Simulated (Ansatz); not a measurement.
Li₈S₄. Total charge 0; triplet. Geometry PBE0-D4/def2-SVP; atoms count from 1.

```
atom   x (Å)   y (Å)   z (Å)
 Li1  -1.794   1.289  -1.302
 Li2   1.931  -1.074  -0.635
 Li3  -1.188  -1.503  -2.166
 Li4   1.818   1.617  -0.726
 Li5   0.960  -1.403   1.860
 Li6   0.146   1.750   2.103
 Li7  -2.352  -0.856   0.508
 Li8  -0.054   0.215   0.218
  S9   0.479   0.210  -2.072
 S10  -1.811   1.341   1.020
 S11   2.030   0.537   1.281
 S12  -0.165  -2.123  -0.090
```

At PBE0-D4/def2-TZVP a singlet of charge 0 lies 3.13 eV below the triplet, each at its own geometry. The structure comes from a short search, and lower isomers may exist.

**Question.** Estimate the Mulliken populations from the PBE0/def2-TZVP orbitals of Ansatz.

**Answer.** 
```tsv
atom	charge (e)	spin (α − β)
Li1	0.51	0.30
Li2	0.71	0.02
Li3	0.31	0.55
Li4	0.73	0.02
Li5	0.73	0.02
Li6	0.69	0.02
Li7	0.52	0.29
Li8	-0.06	-0.22
S9	-0.92	0.50
S10	-1.10	-0.01
S11	-1.18	0.01
S12	-0.93	0.50
```
Mulliken values and Mayer orders depend strongly on the basis.

**Question.** Where does the spin sit?

**Answer.** Summed by element: Li 1.00, S 1.00, of 2 unpaired in all. Largest on single atoms: Li3 0.55, S9 0.50, S12 0.50.

**Question.** And the Mayer bond orders between bonded heavy atoms (over 0.3)?

**Answer.** Li1–Li3 0.31 (2.98 Å); Li3–Li7 0.30 (2.99 Å); Li6–S10 0.31 (2.27 Å); Li8–S9 0.37 (2.35 Å); Li8–S10 0.72 (2.24 Å); Li8–S11 0.47 (2.36 Å); Li8–S12 0.37 (2.36 Å). Values over 0.3 also appear between atoms too far apart for a bond (S9–S12 0.38 at 3.13 Å); they arise where an orbital or an unpaired electron spreads over both atoms.
